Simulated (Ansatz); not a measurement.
Program: Ansatz. Geometries: PBE0-D4/def2-TZVP. ΔE: electronic, gas phase. CCSD(T)/CBS adds triple-zeta CCSD(T) − MP2 to the extrapolated MP2 energy (def2 sets, frozen cores). DFT in def2-TZVPP. Each species was taken in one conformer, which may not be the lowest.

Consider the cleavage of the Si–Si bond: `[SiH3][SiH2]SCS` + `C=C[SiH](C)O` → `C=C[SiH](C)O[SiH3]` + `[SiH3]SCS`.

Task: Is it downhill or uphill in electronic energy at CCSD(T)/CBS, and by how much? (Best estimate.)

Result: Ansatz gave: Downhill: ΔE = -102.9 kJ/mol.

Task: What do these levels give: revPBE-D4, BLYP-D4, PBE0-D4, CAM-B3LYP-D4, ωB97X-V, r2SCANh? (Estimate.)

Result: Computed: revPBE-D4 -75.7, BLYP-D4 -96.7, PBE0-D4 -84.1, CAM-B3LYP-D4 -111.2, ωB97X-V -101.4, r2SCANh -97.6 kJ/mol.

Largest T1 diagnostic among the species: 0.012.

From BLYP to BHLYP (50 % exact exchange), in def2-TZVPP and without D4, ΔE moves by −18.2 kJ/mol. Leaving LDA and LC-ωPBE aside and taking each functional with its dispersion term where it has one, the values, not all of them listed here, spread over 40.4 kJ/mol, from BHLYP-D4 to PBE-D4. The D4 term adds +3.7 kJ/mol with B3LYP and +1.9 kJ/mol with PBE0; it sums over pairs of atoms, weighted by their polarisabilities, and B3LYP, whose exchange is more repulsive, gets the larger term.

B3LYP here is the variant with VWN-RPA as its local correlation; programs differ in this.
